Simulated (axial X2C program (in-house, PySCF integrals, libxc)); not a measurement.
# BeH⁻: cheaper levels and CCSD(T), with spin–orbit coupling

Computed with an in-house relativistic program for diatomic molecules. Two-component (2c) means X2C with spin–orbit coupling and atomic mean-field two-electron Coulomb and Gaunt terms. Basis: Be dyall-av3z [9s9p4d2f], H dyall-av3z [7s3p2d] (cores contracted in-house); Gaussian nuclei, density fitting, unrestricted open shells. Masses: Be 9.012 u, H 1.008 u.

State: Ω = 0 (closed shell); fragments Be + H-.

```csv
level,Re (Å),ωe (cm⁻¹),De (eV)
PBE0,1.422,1633.7,2.20
HF,1.412,1706.6,2.00
MP2,1.414,1684.7,2.12
CCSD,1.421,1634.7,1.90
LDA,1.428,1605.5,2.30
```

Correlated methods: 4 electrons correlated (number of frozen shells: Be 1 s; H none), 158 virtual spin orbitals or spinors in MP2, 82 natural virtuals in coupled cluster.

CCSD(T), same Hamiltonian and basis:

Re = 1.423 Å, ωe = 1627.5 cm⁻¹, De = 1.95 eV; T1 = 0.019 (Lee–Taylor normalisation).

Question: Give the differences from CCSD(T) in the columns below.

Answer: 

```tsv
level	ΔRe (Å)	Δωe (cm⁻¹)	ΔDe (eV)
PBE0	-0.001	6	0.25
HF	-0.011	79	0.05
MP2	-0.009	57	0.17
CCSD	-0.002	7	-0.05
LDA	0.005	-22	0.35
```

The state is a single determinant with fixed occupations, the lowest that a limited PBE0 search found. De is counted from the lowest determinant-based energies of the atoms at the same level, without counterpoise correction. CCSD and (T) use frozen natural virtuals with an MP2 correction for the truncation; (T) itself is uncorrected, so its De runs slightly low. PBE0 can misorder states that lie within some tenths of an eV, so this need not be the ground state of the molecule. The nearest other 2c determinant of the search, Ω = 2, lies 0.44 eV up at the distance of the search. The highest occupied level of some functionals is positive through self-interaction error; at Hartree–Fock it is bound. Hartree–Fock gets electron affinities wrong, so its lowest charge split need not be the true one.
